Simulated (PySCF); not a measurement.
CH2BNO3, SMILES O=C=NB(O)O. Atoms are numbered in the order given.

```xyz
8

B      0.0000     0.0000    -1.0277
N      0.0000     0.0000     0.4265
C      0.0000     0.0000     1.6215
O      0.0000     0.0000     2.7918
O      0.0000    -1.1652    -1.7250
H      0.0000    -1.9400    -1.1549
O      0.0000     1.1652    -1.7250
H      0.0000     1.9400    -1.1549
```

Geometry optimised at ωB97X-D3(BJ)/def2-SVP. This is a generated structure with no PubChem entry under its InChIKey; it may be hypothetical. Other conformers were not sampled.

Two levels are set side by side: PBE/pcSseg-1 (PySCF) and KT2/pcSseg-1 (PySCF). GIAO shifts against BF3 (¹¹B), H2O (¹⁷O), NH3 (¹⁵N), TMS (¹H), TMS (¹³C) at the same level; non-relativistic, no solvent, atoms listed together averaged. Differences are taken from unrounded values.

| quantity | PBE |
|---|---|
| δ(¹¹B) of B1 (ppm) | 2.2 |
| δ(¹⁵N) of N2 (ppm) | 58.0 |
| δ(¹³C) of C3 (ppm) | 118.3 |
| δ(¹⁷O) of O4 (ppm) | 143.1 |
| δ(¹⁷O) of O5, O7 (ppm) | 125.7 |
| δ(¹H) of H6, H8 (ppm) | 3.80 |

**Question.** These are the PBE values. What does KT2 give? (The exact figures need the calculation; the answer reports its results.)

**Answer.** 
| quantity | KT2 | PBE minus KT2 |
|---|---|---|
| δ(¹¹B) of B1 (ppm) | 1.9 | 0.2 |
| δ(¹⁵N) of N2 (ppm) | 51.1 | 6.9 |
| δ(¹³C) of C3 (ppm) | 113.9 | 4.4 |
| δ(¹⁷O) of O4 (ppm) | 129.3 | 13.8 |
| δ(¹⁷O) of O5, O7 (ppm) | 115.5 | 10.2 |
| δ(¹H) of H6, H8 (ppm) | 3.66 | 0.14 |

Rough cost on one machine, each run with all the roots and properties that it gave: KT2 against PBE within a factor of 2.
